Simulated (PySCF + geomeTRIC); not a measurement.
Species: H3ClGaSi, SMILES `[SiH3][Ga][Cl]` (charge 0, multiplicity 2).

### Question
Give a relaxed geometry from PySCF + geomeTRIC with B3LYP-D3(BJ)/def2-TZVP.

### Answer
the end point of this relaxation (outside a Z-matrix the atoms follow the SMILES, hydrogens last).
Cartesian coordinates (Å) in one orientation:
```xyz
6

Si    -0.833    -0.016    -0.149
Ga     1.435    -0.925    -0.792
Cl     3.028     0.463    -0.144
H     -0.877     0.150     1.324
H     -1.891    -0.959    -0.578
H     -1.026     1.293    -0.820
```
